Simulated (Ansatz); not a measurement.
A structure relaxed at B3LYP-D4/def2-SVP in Ansatz, charge 0, singlet:

Cartesian coordinates in Å:
```
Ni -0.0006 0.0003 -0.0030
H 0.4553 1.4950 0.0253
N -1.7813 0.5872 0.4148
H -2.4693 -0.1645 0.4586
H -2.0929 1.2720 -0.2773
H -1.7786 1.0735 1.3143
H -0.4553 -1.4950 -0.0242
N 1.7805 -0.5869 -0.4186
H 1.7711 -1.1385 -1.2792
H 2.1158 -1.2135 0.3166
H 2.4552 0.1703 -0.5272
```

**Question.** Give its formula, name or SMILES and point group.

**Answer.** trans-NiH2(NH3)2 (NiN₂H₈). Point group C2h (tolerance 0.1 Å).

**Question.** Summarise the bond lengths by kind (pairs closer than 1.2 times the sum of covalent radii, bridged metal pairs left out).

**Answer.** 2 × N–Ni 1.92 Å; 6 × H–N 1.02 Å; 2 × H–Ni 1.56 Å. The metal has 4 neighbours: H 1.56 Å, N 1.92 Å, H 1.56 Å, N 1.92 Å.
